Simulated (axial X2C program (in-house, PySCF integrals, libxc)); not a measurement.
Low determinants of MnN⁺ at the PBE0 level, 2c

Computed with an axial X2C code built on PySCF integrals. Two-component (2c) means X2C with spin–orbit coupling and atomic mean-field two-electron Coulomb and Gaunt terms. Basis: Mn dyall-cv3z [9s10p6d3f2g], N dyall-av3z [7s7p3d2f] (cores contracted in-house); Gaussian nuclei, density fitting, unrestricted open shells. Masses: Mn 54.938 u, N 14.003 u.

Search at 1.775 Å (vertical energies from the lowest determinant):

```
ΔE (eV)    state  electrons beyond evenly filled partner blocks  electrons in ±ω = 1/2, 3/2, 5/2, 7/2
   0.00  Ω = 3/2                     ω = 1/2, ω = -3/2, ω = 5/2                              23 7 1 0
   1.33  Ω = 1/2                    ω = -1/2, ω = -3/2, ω = 5/2                              23 7 1 0
   1.35  Ω = 5/2                                        ω = 5/2                              22 8 1 0
   1.92  Ω = 1/2                          2 × ω = 3/2, ω = -5/2                              22 8 1 0
   1.95  Ω = 3/2                                        ω = 3/2                              22 7 2 0
   2.16  Ω = 5/2                                        ω = 5/2                              24 6 1 0
   2.18  Ω = 9/2                      ω = 1/2, ω = 3/2, ω = 5/2                              23 7 1 0
```

Lowest determinant, Ω = 3/2 (⟨Sz⟩ = 1.50, ⟨Lz⟩ = 0.00 at PBE0): Re = 1.772 Å, ωe = 513.1 cm⁻¹.

The determinant in row 2 of the search, Ω = 1/2 (⟨Sz⟩ = 1.50, ⟨Lz⟩ = -1.00 at PBE0), was followed along the bond at PBE0; measured from the minimum of the lowest determinant it gives:

Te = 1.071 eV (8635 cm⁻¹), Re = 1.595 Å, ωe = 698.3 cm⁻¹.

(1) Compare the bond of the determinant in row 2 with that of the lowest one.

The search compares states at one distance, so a state with another bond length can lie lower; it is not exhaustive and yields mostly the lowest determinant of each block pattern, so other components and higher states of one pattern are missing. These are energies of single determinants, not of spin-adapted states; PBE0 term energies can be off by some tenths of an eV, and the functional has no current term.

Results:

(1) At PBE0 its Re is 0.177 Å shorter and its force constant, which goes as ωe², is 1.85 times that of the lowest determinant. T0 ≈ Te + Δωe/2 = 8635 + (93) = 8728 cm⁻¹.
